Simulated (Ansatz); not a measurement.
Consider the atomization: `[BH2][Al]([Cl])[CH2]OC` → Al• + B• + 2 C• + Cl• + 7 H• + O•.

Isolated molecules relaxed with PBE0-D4/def2-TZVP in Ansatz; ΔE leaves out vibrations. CCSD(T)/CBS is the MP2 limit (def2-TZVPP, def2-QZVPP) plus CCSD(T) − MP2 in def2-TZVPP, frozen cores. This one scheme is used for every species, atoms too. Functionals use def2-TZVPP. B3LYP here is the variant with VWN-RPA as its local correlation; programs differ in this. Open shells (•) are unrestricted, without spin–orbit coupling. Spin–orbit coupling would lower the free atoms: a little for Al, B, C, Cl, O. Each species was taken in one conformer, which may not be the lowest.

| level | ΔE (eV) |
| --- | --- |
| r2SCAN-D4 | 47.56 |
| PBE0-D4 | 47.40 |
| B3LYP-D4 | 47.23 |
| ωB97M-V | 47.46 |
| r2SCAN | 47.49 |
| HF/def2-TZVPP | 35.16 |
| CCSD/def2-TZVPP | 45.39 |
| HF/CBS(def2) | 35.22 |

Task: What does CCSD(T)/CBS give? (An estimate is asked.)

Result: Computed: +47.22 eV. The listed levels differ from it by 0.34, 0.18, 0.01, 0.24, 0.27, -12.06, -1.83, -12.00 eV.

Largest T1 diagnostic among the species: 0.018.

In def2-TZVPP, CCSD(T) changes the Hartree–Fock value by +10.89 eV (the triples alone add +0.65 eV) and MP2 by +11.67 eV; breaking electron pairs costs correlation energy, which Hartree–Fock lacks. From PBE to PBE0 (25 % exact exchange), in def2-TZVPP and without D4, ΔE moves by −0.65 eV: exact exchange takes away binding that semilocal exchange gives to molecules.

For atomizations the MP2-based limit and the directly extrapolated one differ by several kJ/mol either way, and by 10 to 25 for some Ge, Se and Sn compounds, so smaller differences from it don't rank the levels.
